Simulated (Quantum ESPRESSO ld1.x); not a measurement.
Question: The iron ion Fe+, 25 electrons, occupied as [Ar] 3d7 (not the ground configuration). All-electron calculation, Dirac Kohn-Sham, revPBE, spin-unpolarised, spherical densities, point nucleus; open shells fill j = l - 1/2 first. Program: ld1.x of Quantum ESPRESSO 7.5.

Spin-orbit splittings of the eigenvalues, e(l+1/2) - e(l-1/2), with zeta = 2 splitting/(2l+1) and mean radii in bohr:

| shell | occ. | splitting (eV) | zeta (eV) | <r> j=l-1/2 | <r> j=l+1/2 |
|---|---|---|---|---|---|
| 2p | 6 | 12.49 | 8.324 | 0.2334 | 0.2364 |
| 3p | 6 | 1.509 | 1.006 | 0.8600 | 0.8697 |
| 3d | 7 | ? | ? | 1.211 | 1.220 |

Estimate the 3d splitting.

Answer: 0.1385 eV (zeta = 0.05538 eV).
